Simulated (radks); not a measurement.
Task: Cs+, 54 electrons, occupied as [Xe]. Calculated with a radial shooting solver on a logarithmic mesh with Libxc functionals: scalar-relativistic Kohn-Sham, LDA (Slater exchange, VWN5 correlation), spin-polarised, spherical densities, finite nucleus; Fermi nuclear charge, rms radius 4.8041 fm. Some entries of the table are withheld. Estimate them.

orbital,occ.,eigenvalue (eV),<r^2> (bohr^2)
1s,2,-35763.55,0.0009266
2s,2,-5615.527,0.01486
2p,6,-5040.999,(1)
3s,2,(2),0.1025
3p,6,-986.2184,0.1025
3d,10,-713.8620,0.08852
4s,2,-225.0280,0.5456
4p,6,-165.8100,0.6232
4d,10,-79.5769,0.8169
5s,2,-32.1828,3.388
5p,6,-18.8323,4.874

Result: 
(1) 2p <r^2> (bohr^2): 0.01178
(2) 3s eigenvalue (eV): -1171.173
